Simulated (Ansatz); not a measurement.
Reaction (ligand exchange at the Si–S bond): `N[SiH](O)S[SiH3]` + `[OH][Al]([OH])[Cl]` → `[OH][Al]([Cl])[O][SiH3]` + `N[SiH](O)S`

Calculated with Ansatz (gas phase, PBE0-D4/def2-TZVP geometries, no zero-point term in ΔE). CCSD(T)/CBS adds triple-zeta CCSD(T) − MP2 to the extrapolated MP2 energy (def2 sets, frozen cores). This one scheme is used for every species. DFT in def2-TZVPP. One conformer a species, not always the lowest.

`N[SiH](O)S[SiH3]`:

Cartesian coordinates in Å:
```
N -0.333 2.345 0.765
Si -0.386 0.665 0.498
O 0.877 -0.123 1.195
S -0.219 0.170 -1.567
Si 0.314 -1.892 -1.353
H 0.392 2.921 0.368
H -1.189 2.858 0.898
H -1.684 0.210 1.054
H 0.967 -0.030 2.146
H -0.500 -2.534 -0.290
H 1.755 -2.065 -1.055
H 0.005 -2.526 -2.660
```

`[OH][Al]([OH])[Cl]`:

Cartesian coordinates in Å:
```
O -1.041 -1.223 -0.326
Al 0.082 -0.014 -0.010
O -0.485 1.481 0.507
Cl 2.131 -0.360 -0.252
H -0.787 -2.095 -0.623
H 0.099 2.211 0.704
```

`[OH][Al]([Cl])[O][SiH3]`:

Cartesian coordinates in Å:
```
O 1.558 1.889 1.404
Al 0.971 1.156 0.011
Cl 1.637 1.883 -1.816
O -0.111 -0.117 0.065
Si -1.106 -1.324 -0.386
H 1.302 1.612 2.282
H -1.313 -2.244 0.762
H -2.420 -0.768 -0.804
H -0.519 -2.087 -1.518
```

`N[SiH](O)S`:

Z-matrix (Å, degrees):
```
Si
O 1 1.644
S 1 2.137 2 105.1
N 1 1.696 2 112.5 3 -119.7
H 1 1.483 2 110.7 3 120.7
H 2 0.959 1 117.6 3 -57.1
H 3 1.344 1 94.0 2 174.4
H 4 1.007 1 120.6 2 -81.2
H 4 1.007 1 120.9 2 68.7
```

| level | ΔE (kJ/mol) | difference from CCSD(T)/CBS |
| --- | --- | --- |
| revPBE-D4 | -24.1 | 19.0 |
| B97M-V | -44.4 | -1.3 |
| PBE0-D4 | -32.4 | 10.7 |
| r2SCAN0-D4 | -41.1 | 2.0 |
| BHLYP-D4 | -52.7 | -9.6 |
| ωB97X-V | -43.6 | -0.5 |
| B2PLYP | -49.9 | -6.8 |
| PBE0 | -35.8 | 7.3 |
| LC-ωPBE | -41.5 | 1.6 |
| CCSD(T)/def2-SVP | -48.5 | -5.4 |
| HF/def2-TZVPP | -70.4 | -27.3 |
| CCSD/def2-TZVPP | -51.2 | -8.1 |
| CCSD(T)/def2-TZVPP | -46.6 | -3.5 |
| HF/def2-QZVPP | -72.7 | -29.6 |
| MP2/def2-QZVPP | -41.1 | 2.0 |
| CCSD/CBS(def2) | -47.8 | -4.7 |
| CCSD(T)/CBS | -43.1 | 0 |

Largest T1 diagnostic among the species: 0.011.

At CCSD(T), def2-SVP lies −5.4 kJ/mol from the extrapolated value and def2-TZVPP −3.5 kJ/mol. The D4 term adds +6.5 kJ/mol with B3LYP and +3.3 kJ/mol with PBE0; it sums over pairs of atoms, weighted by their polarisabilities, and B3LYP, whose exchange is more repulsive, gets the larger term.

B3LYP here is the variant with VWN-RPA as its local correlation; programs differ in this.
